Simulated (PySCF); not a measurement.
B(vinyl)(OMe)(NH2) (C3H8BNO), SMILES COB(N)C=C. The structure is a stationary point at PBE0-D3(BJ)/def2-SVP. Other conformers were not sampled.

Computed equilibrium geometry at PBE0-D3(BJ)/def2-SVP (PySCF confirms it by a frequency run) as a Z-matrix, and its point group (one conformer of several):
point group Cs.
```
B
O 1 1.3725
C 2 1.3934 1 121.80
H 3 1.1001 2 108.88 1 180.00
H 3 1.1064 4 107.75 2 -121.84
H 3 1.1064 4 107.75 5 -116.33
N 1 1.4108 2 121.93 3 0.00
H 7 1.0097 1 121.73 2 180.00
H 7 1.0100 8 113.58 1 180.00
C 1 1.5672 2 117.38 3 180.00
C 10 1.3384 1 122.65 2 0.00
H 11 1.0954 10 120.42 1 0.00
H 11 1.0955 12 116.84 10 180.00
H 10 1.0988 11 117.82 12 180.00
```
